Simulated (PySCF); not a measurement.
# H₃IO₂: breathing scan

Level of theory: PBE0 in PySCF with I def2-TZVP with ECP28, O def2-TZVP, H def2-TZVP; scalar-relativistic core potentials, no spin–orbit coupling; density-fitted integrals.

Rigid scan from the singlet minimum (I–H 1.693 Å, I–H 1.698 Å (×2), I–O 1.775 Å (×2); H–I–H 86.7° (×2), H–I–H 173.3°, H–I–O 91.4° (×4), H–I–O 114.6° (×2), O–I–O 130.8°). Coordinate: all bonds to the central atom scaled together. Energies in kJ/mol from the minimum.

```json
{"scale of all bonds to the centre": "0.88", "E (kJ/mol)": "404.9", "dipole size (D)": "3.15"}
{"scale of all bonds to the centre": "0.92", "E (kJ/mol)": "155.7", "dipole size (D)": "3.31"}
{"scale of all bonds to the centre": "0.96", "E (kJ/mol)": "33.8", "dipole size (D)": "3.47"}
{"scale of all bonds to the centre": "1.00", "E (kJ/mol)": "0.0", "dipole size (D)": "3.61"}
{"scale of all bonds to the centre": "1.04", "E (kJ/mol)": "25.9", "dipole size (D)": "3.73"}
{"scale of all bonds to the centre": "1.08", "E (kJ/mol)": "91.1", "dipole size (D)": "3.84"}
{"scale of all bonds to the centre": "1.14", "E (kJ/mol)": "231.4", "dipole size (D)": "3.97"}
{"scale of all bonds to the centre": "1.22", "E (kJ/mol)": "451.0", "dipole size (D)": "4.08"}
{"scale of all bonds to the centre": "1.35", "E (kJ/mol)": "798.6", "dipole size (D)": "4.13"}
```

At long bonds a restricted determinant can lie too high, and another spin state can fall below this curve.

Other isomers or separated fragments may lie lower.

The scan took 23 s on 2 threads of a shared Arm Neoverse V2 host; the process peaked at 1.8 GiB.
